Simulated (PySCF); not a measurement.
C3H9FOSi, SMILES FC(C)(C)[SiH2]O.

The structure is a stationary point at r2SCAN-D4/def2-SVP. The structure was generated by enumeration, and PubChem lists no compound with its InChIKey, so it may never have been made. The values are those of a single conformer.

Calculation: PySCF with TDA-ωB97X/def2-SVPD.

Vertical excitations. Isolated molecule, no solvent.

| state | energy (eV) | λ (nm) | f | main pairs |
|---|---|---|---|---|
| S1 | 7.36 | 168 | 0.001 | HOMO→LUMO 84 % |
| S2 | 8.05 | 154 | 0.007 | HOMO−1→LUMO 82 % |
| S3 | 8.31 | 149 | 0.004 | HOMO→LUMO+1 77 % |
| S4 | 8.68 | 143 | 0.042 | HOMO→LUMO+6 19 %, HOMO→LUMO+3 18 %, HOMO→LUMO+4 15 %, HOMO→LUMO+5 10 % |
| S5 | 8.94 | 139 | 0.022 | HOMO−1→LUMO+1 42 %, HOMO−1→LUMO+3 13 %, HOMO−3→LUMO 12 %, HOMO−1→LUMO+2 7 % |
| S6 | 9.09 | 136 | 0.062 | HOMO→LUMO+2 27 %, HOMO→LUMO+4 24 %, HOMO→LUMO+6 12 %, HOMO−3→LUMO 11 % |
| T1 | 6.90 | 180 | 0 | HOMO→LUMO 73 % |
| T2 | 7.60 | 163 | 0 | HOMO−1→LUMO 75 % |
Triplets are in the Tamm–Dancoff approximation.
